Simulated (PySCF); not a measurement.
SMILES c1ccc([SiH2]c2cccs2)cc1, GFN2-xTB optimised geometry.

```
22

C     -1.00    -2.98     0.00
C     -1.69    -1.77     0.00
C     -0.99    -0.58     0.00
C      0.41    -0.56     0.00
Si     1.35     1.07     0.03
C      0.59     2.20    -1.26
C     -0.18     1.89    -2.35
C     -0.56     3.01    -3.12
C     -0.06     4.17    -2.62
S      0.87     3.91    -1.20
C      1.08    -1.78     0.00
C      0.38    -2.98     0.00
H     -1.54    -3.91     0.00
H     -2.77    -1.77     0.00
H     -1.53     0.36     0.00
H      1.23     1.71     1.34
H      2.77     0.84    -0.30
H     -0.47     0.88    -2.58
H     -1.16     2.95    -4.00
H     -0.18     5.17    -3.00
H      2.16    -1.79     0.00
H      0.92    -3.91     0.00
```

Density from PBE/def2-SVP run with PySCF 2.14.0 at that geometry.

Minimum of the electron density along straight lines between bonded atoms, close to the bond critical point (lines longer than 1.1 times the sum of covalent radii, or with two minima, are not listed):

```
bond     length / Å  ρ at the minimum / e bohr⁻³  ∇²ρ there / e bohr⁻⁵  position (fraction from the first atom)
-------  ----------  ---------------------------  --------------------  ---------------------------------------
C1–C2         1.385                        0.309                 -0.77                                     0.50
C2–C3         1.383                        0.310                 -0.77                                     0.50
C3–C4         1.393                        0.303                 -0.73                                     0.50
C4–Si5        1.886                        0.113                  0.32                                     0.62
Si5–C6        1.875                        0.111                  0.36                                     0.39
C6–C7         1.365                        0.315                 -0.76                                     0.51
C7–C8         1.411                        0.293                 -0.69                                     0.50
C8–C9         1.358                        0.321                 -0.79                                     0.49
C6–S10        1.735                        0.206                 -0.39                                     0.46
C9–S10        1.718                        0.214                 -0.45                                     0.47
C4–C11        1.391                        0.304                 -0.73                                     0.50
C1–C12        1.385                        0.309                 -0.77                                     0.50
C11–C12       1.383                        0.310                 -0.77                                     0.50
C1–H13        1.080                        0.281                 -1.05                                     0.63
C2–H14        1.081                        0.281                 -1.05                                     0.63
C3–H15        1.081                        0.282                 -1.06                                     0.63
Si5–H16       1.469                        0.116                  0.31                                     0.49
Si5–H17       1.469                        0.116                  0.30                                     0.49
C7–H18        1.076                        0.282                 -1.07                                     0.64
C8–H19        1.076                        0.281                 -1.06                                     0.63
C9–H20        1.072                        0.283                 -1.09                                     0.64
C11–H21       1.081                        0.282                 -1.05                                     0.63
C12–H22       1.081                        0.281                 -1.05                                     0.63
```
